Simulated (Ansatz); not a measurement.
KAl, closed-shell singlet (lowest of 2S+1 = 1, 3 at CCSD(T)/def2-TZVPP on PBE0 minima; our sources give no spin for the ground state, which may be another), most abundant isotopes (26.9815 and 38.9637 u). Constants from fifth-degree fits in 1/R to seven points on the lowest solution found; no spin–orbit coupling, no relativity up to Kr; ω_e x_e and α_e move by some per cent with the fit.

Correlated levels freeze the inner cores; with def2 sets outer-core shells near the valence are correlated too.

Programs: Ansatz (a program for electronic structure). Values without a source in brackets are computed.

Total energies (hartree; each atom in its lowest state at that level) and vibrational constants (cm⁻¹):

```
level               E(KAl) at r_e        E(Al)         E(K)  ω_e  ω_e x_e
------------------  -------------  -----------  -----------  ---  -------
PBE/def2-TZVPP        -841.941621  -242.227635  -599.690799  134     0.53
B3LYP/def2-TZVPP      -842.332078  -242.387606  -599.925207  137     0.52
wB97M-V/def2-TZVPP    -842.248774  -242.347410  -599.879272  152     0.40
CCSD(T)/def2-QZVPP    -841.354501  -241.934219  -599.397939  140     0.71
```

### Question
Work out D_e and D₀ in eV.

### Answer

D_e = E(Al) + E(K) − E(molecule), times 27.2114 eV; D₀ = D_e − (ω_e/2 − ω_e x_e/4)/8065.54.
- PBE/def2-TZVPP: D_e = 0.631, zero point 0.008, D₀ = 0.623 eV
- B3LYP/def2-TZVPP: D_e = 0.524, zero point 0.008, D₀ = 0.516 eV
- wB97M-V/def2-TZVPP: D_e = 0.601, zero point 0.009, D₀ = 0.592 eV
- CCSD(T)/def2-QZVPP: D_e = 0.608, zero point 0.009, D₀ = 0.599 eV
No counterpoise correction is made.

Doubts at one or more of the structures used: a restricted determinant that unrestricted orbitals would lower (CCSD(T)/def2-QZVPP).
